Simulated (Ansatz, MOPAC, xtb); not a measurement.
Spectroscopic constants of PtH, multiplicity 2 (lowest of 2S+1 = 2, 4 at CCSD(T)/def2-TZVPP on PBE0 minima; our sources give no spin for the ground state, which may be another). No spin–orbit coupling.

Seven points along R, fitted to fifth degree in 1/R; most abundant isotopes. Runs in def2 and cc sets follow the lowest solution found near the PBE0 minimum.

Codes used: Ansatz (Gaussian basis) for Hartree–Fock, density functionals and correlated methods; MOPAC for PM6 (differences of heats of formation); xtb for the GFN methods. Each number belongs to the level named beside it. In def2 rows elements past Kr take small-core potentials, without spin–orbit coupling. The GFN methods have no spin term and hold the electronic entropy of 300 K.

| level | r_e (Å) | ω_e (cm⁻¹) | ω_e x_e (cm⁻¹) | α_e (cm⁻¹) | dipole (D) |
|---|---|---|---|---|---|
| PM6 | 1.593 | 3233 | 58 | 0.16 | - |
| GFN1-xTB | 1.555 | 1992 | 58 | 0.39 | - |
| GFN2-xTB | 1.494 | 2320 | 66 | 0.37 | - |
| SVWN5/def2-TZVPP | 1.518 | 2421 | 40 | 0.20 | 0.83 |
| PBE/def2-TZVPP | 1.525 | 2365 | 41 | 0.20 | 0.97 |
| r2SCAN/def2-TZVPP | 1.518 | 2412 | 40 | 0.20 | 1.13 |
| B97M-V/def2-TZVPP | 1.530 | 2291 | 45 | 0.22 | 1.27 |
| B3LYP/def2-TZVPP | 1.528 | 2345 | 41 | 0.20 | 1.19 |
| PBE0/def2-TZVPP | 1.519 | 2390 | 40 | 0.20 | 1.26 |
| BHLYP/def2-TZVPP | 1.527 | 2336 | 41 | 0.20 | 1.57 |
| CAM-B3LYP/def2-TZVPP | 1.526 | 2366 | 39 | 0.20 | 1.39 |
| wB97X-V/def2-TZVPP | 1.524 | 2374 | 38 | 0.19 | 1.57 |
| wB97M-V/def2-TZVPP | 1.523 | 2369 | 39 | 0.20 | 1.52 |
| B2PLYP/def2-TZVPP | 1.516 | 2421 | 39 | 0.19 | - |
| CCSD/def2-TZVPP | 1.512 | 2406 | 38 | 0.20 | - |
| CCSD/def2-QZVPP | 1.509 | 2396 | 33 | 0.19 | - |
| CCSD(T)/def2-TZVPP | 1.511 | 2409 | 40 | 0.20 | - |
| CCSD(T)/def2-QZVPP | 1.508 | 2402 | 34 | 0.19 | - |
| CCSD(T)/CBS(def2-TZVPP, def2-QZVPP) | 1.505 | 2398 | 29 | 0.19 | - |

Correlated levels freeze the inner cores; with def2 sets outer-core shells near the valence are correlated too. CBS(a, b) extrapolates the correlation energy as X⁻³ and adds the Hartree–Fock energy of set b. The state that PM6 reach isn't checked.

Ansatz is a first-principles code.
